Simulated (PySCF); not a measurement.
## Electronic absorption of C5H7NO2

Compound: C5H7NO2.
Atom-mapped SMILES: `[CH2:1]=[C:2](/[CH:3]=[N:4]/[CH3:5])[C:6](=[O:7])[OH:8]` (hydrogens: H9, H10 on C1; H11 on C3; H12, H13, H14 on C5; H15 on O8)

Level of theory: PySCF 2.14.0, density-fitted response routines, TDDFT PBE0/def2-SVPD, vertical, gas phase, core orbitals frozen in the response. One conformer (not necessarily the lowest) at the GFN2-xTB geometry, without solvent, vibrations or thermal averaging. Torsions of this conformer, `[CH2:1]=[C:2](/[CH:3]=[N:4]/[CH3:5])[C:6](=[O:7])[OH:8]`: C1–C2–C3–N4 -3°, C1–C2–C6–O7 -173°, H–O8–C6–C2 180°.

```
state  E (eV)  λ (nm)  ν̃ (cm⁻¹)       f  main configurations (H = HOMO, L = LUMO)
   S1    3.80   326.6      30610  0.0006                                 H→L (96%)
   S2    4.75   261.1      38300  0.0003                               H-2→L (91%)
   S3    5.09   243.6      41060   0.173                               H-1→L (96%)
   S4    5.76   215.3      46460  0.0003                               H→L+1 (92%)
   S5    6.42   193.1      51800   0.093                H-3→L (49%), H-1→L+1 (45%)
   S6    6.60   187.8      53260   0.016                H-2→L+1 (72%), H-3→L (10%)
```

Triplets (Tamm–Dancoff): T1 2.95 eV, H-1→L (93%); T2 3.30 eV, H→L (86%), H→L+1 (12%).

The lowest singlet lies at 3.80 eV (327 nm, ultraviolet) and is very weak; its leading configuration is HOMO→LUMO (96%). The most intense listed level is S3 at 5.09 eV (244 nm, f = 0.173), 1.29 eV above S1. Löwdin shares by element: HOMO nitrogen 57%, carbon 22% or more, hydrogen 5% or more (atoms not listed hold the other 16%); LUMO carbon 49% or more, nitrogen 11%, oxygen 9% or more (atoms not listed hold the other 31%). Of the 6 states listed, 3 reach f = 0.01 and 2 stay under 0.0005. Weighted by f, the mean energy of these states is 5.61 eV. Orbital energies (eV): HOMO-3 -9.51, HOMO-2 -8.46, HOMO-1 -7.67, HOMO -7.38, LUMO -2.10, LUMO+1 -0.10, LUMO+2 0.41. The window holds the lowest 6 singlets.

Rough CPU time on one thread of a shared machine: about 80 s.
